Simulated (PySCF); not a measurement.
## Stationary points of HNbO₂

Computed with PBE0/[Nb def2-TZVP with ECP28, O def2-TZVP, H def2-TZVP], scalar-relativistic core potentials, density fitting, no spin–orbit coupling, PySCF.

Relaxations began from a few typed shapes. The search is not exhaustive: other isomers or separated fragments can lie lower, and high-lying points may rest on an excited occupation.

```csv
spin,group,bonds,angles,imaginary modes (cm⁻¹),ΔE (kJ/mol),ΔE with ZPE (kJ/mol)
singlet,Cs,"Nb–H 1.791 Å, Nb–O 1.701 Å (×2)","H–Nb–O 105.4° (×2), O–Nb–O 106.0°",none,0.0,0.0
singlet,C2v,"Nb–H 1.865 Å, Nb–O 1.705 Å (×2)","H–Nb–O 124.3° (×2), O–Nb–O 111.3°",432i,45.4,–
```

The lowest minimum found is the singlet Cs: Nb–H 1.791 Å, Nb–O 1.701 Å (×2); H–Nb–O 105.4° (×2), O–Nb–O 106.0°.
